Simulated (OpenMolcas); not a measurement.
## Ni⁴⁺: effect of the IPEA shift

```
Program             : OpenMolcas 26.06
Basis               : ANO-L-VTZP [6s5p3d2f1g]
Scalar Hamiltonian  : non-relativistic, point nucleus
Active space        : 6 electrons in 5 orbitals (3d)
State averaging     : 2S+1 = 5 even, 5 roots; 2S+1 = 3 even, 45 roots; 2S+1 = 1 even, 50 roots
Spin-orbit coupling : RASSI with atomic mean-field integrals over the reference wave functions, term energies averaged over their components
```

Methods on the same reference wave functions:
A. CASSCF
B. MS-CASPT2, IPEA 0 Eh, imaginary shift 0.1 Eh (closed shells correlated: 3s 3p)
C. MS-CASPT2, IPEA 0.25 Eh, imaginary shift 0.1 Eh (closed shells correlated: 3s 3p)

Energies in cm-1 above 3d6 5D4, the measured ground level; measured values from Corliss and Sugar, J. Phys. Chem. Ref. Data 10, 197 (1981).

| Level | A | B | C | Measured |
| --- | --- | --- | --- | --- |
| 3d6 5D4 | 0.0 | 0.0 | 0.0 | 0.0 |
| 3d6 5D3 | 895 | 901 | 900 | 890 |
| 3d6 5D2 | 1512 | 1510 | 1510 | 1490 |
| 3d6 5D1 | 1908 | 1898 | 1899 | 1872 |
| 3d6 5D0 | 2101 | 2090 | 2090 | 2058 |
| 3d6 3H6 | 29251 | 27220 | 27680 | 27111 |
| 3d6 3H5 | 29687 | 27610 | 28080 | 27578 |
| 3d6 3H4 | 29987 | 27810 | 28300 | 27859 |
| 3d6 3P2(1) | 31792 | 25460 | 26180 | 26153 |
| 3d6 3F4(1) | 33399 | 28810 | 29470 | 29124 |
| 3d6 3F3(1) | 33915 | 29190 | 29880 | 29571 |
| 3d6 3F2(1) | 34308 | 29510 | 30220 | 29899 |
| 3d6 3P1(1) | 34399 | 28070 | 28790 | 28698 |
| 3d6 3P0(1) | 35405 | 29070 | 29790 | 29640 |
| 3d6 3G5 | 36951 | 33340 | 33860 | 33256 |
| 3d6 3G4 | 37821 | 34130 | 34660 | 34062 |
| 3d6 3G3 | 38150 | 34440 | 34970 | 34416 |
| 3d6 1I6 | 44188 | 41990 | 42230 | 41252 |
| 3d6 1G4(1) | 46762 | 42910 | 43270 | 42208 |
| 3d6 3D1 | 47729 | 41620 | 42290 | 41701 |
| 3d6 3D2 | 47747 | 41600 | 42270 | 41627 |
| 3d6 3D3 | 48007 | 41890 | 42570 | 41920 |
| 3d6 1S0(1) | 54254 | 47620 | 48370 | 47700 |
| 3d6 1D2(1) | 57922 | 49490 | 49870 | 48607 |

Deviations, from unrounded energies. A percentage is the sum of absolute deviations over the sum of measured energies, with the sign that they share, or ± where signs differ.

```csv
Against measurement,Levels,A,B,C
mean absolute deviation (cm-1),23,3900,260,450
fine structure of the ground term (%),4,+1.7,+1.4,+1.4
other terms of the ground configuration (%),19,+13.5,±0.9,+1.6
```

B lies closest to measurement on these levels and A furthest from it. The largest miss of B in the table is 3d6 1D2(1), by +890 cm-1. The ranking rests on the paired levels alone, and a cruder setting can come out closer through cancelling errors.

Between B and C the level of the table that moves most is 3d6 1S0(1), by 750 cm-1 (lowest in B, highest in C). Moves below CASPT2's spread within the term are not significant.

The mean deviations of B to C differ by less than CASPT2's widest spread within a term (910 cm-1), so their order carries little weight.

From A to B the spin-free energies of the other terms of 3d6 shown, above 5D, scale by factors of 0.80 to 0.95, as is usual when dynamic correlation screens the repulsion within a d or f shell.

The lowest spin-free term lies below A's lowest term by 0.417 hartree in B, 0.411 hartree in C.

Term energies are means over components that CASPT2 splits; among the terms shown or strongly mixed into the levels shown the widest spread is 910 cm-1 (3d6 1I, C). The CASPT2 spread within a term exceeds the gap to the next term for 3d6 3D and 3d6 1I, so the order of their levels is uncertain (figures for B; the like holds for C). Without dynamic correlation excited terms often stand tens of per cent too high (terms of higher spin than the ground term too low), and those without a measured partner can miss by more than the paired ones (holds for A). Computed and measured levels are paired by configuration, term and J; levels that our copy of the source lacks, or whose pairing is in doubt (as where it misses far off the trend of its configuration), stay unpaired and out of the deviations. Levels of configurations outside the active space are missing. The table leaves out levels that lie high or whose names do not pair safely across all columns.

A number in round brackets counts repeated terms of one configuration in the order of the reference energies.
